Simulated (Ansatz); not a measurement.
`[CH3][AlH-]([CH3])[NH3+]` → Al• + 2 C• + 10 H• + N•  (atomization)

Computed with Ansatz on PBE0-D4/def2-TZVP structures; ΔE is electronic, products minus reactants. CCSD(T)/CBS is the MP2 limit (def2-TZVPP, def2-QZVPP) plus CCSD(T) − MP2 in def2-TZVPP, frozen cores. This one scheme is used for every species, atoms too. DFT in def2-TZVPP. Open shells (•) are unrestricted, without spin–orbit coupling. Spin–orbit coupling would lower the free atoms: a little for Al, C. Each species was taken in one conformer, which may not be the lowest.

`[CH3][AlH-]([CH3])[NH3+]`:

Z-matrix (Å, degrees):
```
C
Al 1 1.977
H 1 1.096 2 113.1
H 1 1.096 2 110.7 3 119.0
H 1 1.097 2 112.7 3 -122.1
C 2 1.977 1 117.8 3 168.1
N 2 2.071 1 100.7 3 59.9
H 2 1.612 1 117.0 3 -44.3
H 6 1.096 2 113.1 1 -168.1
H 6 1.096 2 110.7 1 72.8
H 6 1.096 2 112.7 1 -46.0
H 7 1.015 2 110.6 1 -179.2
H 7 1.015 2 110.6 1 -59.9
H 7 1.015 2 111.9 1 60.4
```

```json
{"level": "revPBE-D4", "ΔE (eV)": "49.14", "difference from CCSD(T)/CBS": "-0.73"}
{"level": "BLYP", "ΔE (eV)": "49.05", "difference from CCSD(T)/CBS": "-0.82"}
{"level": "BHLYP", "ΔE (eV)": "48.64", "difference from CCSD(T)/CBS": "-1.23"}
{"level": "LC-ωPBE", "ΔE (eV)": "49.50", "difference from CCSD(T)/CBS": "-0.37"}
{"level": "HF/def2-TZVPP", "ΔE (eV)": "37.15", "difference from CCSD(T)/CBS": "-12.72"}
{"level": "SCS-MP2/def2-TZVPP", "ΔE (eV)": "49.01", "difference from CCSD(T)/CBS": "-0.86"}
{"level": "MP2/def2-QZVPP", "ΔE (eV)": "49.41", "difference from CCSD(T)/CBS": "-0.46"}
{"level": "SCS-MP2/def2-QZVPP", "ΔE (eV)": "49.79", "difference from CCSD(T)/CBS": "-0.08"}
{"level": "HF/CBS(def2)", "ΔE (eV)": "37.22", "difference from CCSD(T)/CBS": "-12.65"}
{"level": "MP2/CBS(def2)", "ΔE (eV)": "49.89", "difference from CCSD(T)/CBS": "0.02"}
{"level": "CCSD(T)/CBS", "ΔE (eV)": "49.87", "difference from CCSD(T)/CBS": "0"}
```

Problem. What do rigid-rotor, harmonic-oscillator terms from PBE0-D4/def2-TZVP frequencies (298.15 K, 1 bar) make of the CCSD(T)/CBS value? (Best estimate.)

Solution. The calculation gave: ΔZPE = -3.17 eV, ΔH = +47.34 eV, ΔS = 1411 J/(mol·K), ΔG = +42.98 eV. Open shells count their whole term as degenerate.

Largest T1 diagnostic among the species: 0.018.

The D4 term adds +0.37 eV with B3LYP and +0.20 eV with PBE0; it sums over pairs of atoms, weighted by their polarisabilities, and B3LYP, whose exchange is more repulsive, gets the larger term. From BLYP to BHLYP (50 % exact exchange), in def2-TZVPP and without D4, ΔE moves by −0.41 eV: exact exchange takes away binding that semilocal exchange gives to molecules. Leaving LDA and LC-ωPBE aside and taking each functional with its dispersion term where it has one, the values, not all of them listed here, spread over 1.16 eV, from BHLYP-D4 to CAM-B3LYP-D4. LDA lies +5.75 eV from PBE without D4, its usual overbinding.

B3LYP here is the variant with VWN-RPA as its local correlation; programs differ in this.

For atomizations the MP2-based limit and the directly extrapolated one differ by several kJ/mol either way, and by 10 to 25 for some Ge, Se and Sn compounds, so smaller differences from it don't rank the levels.
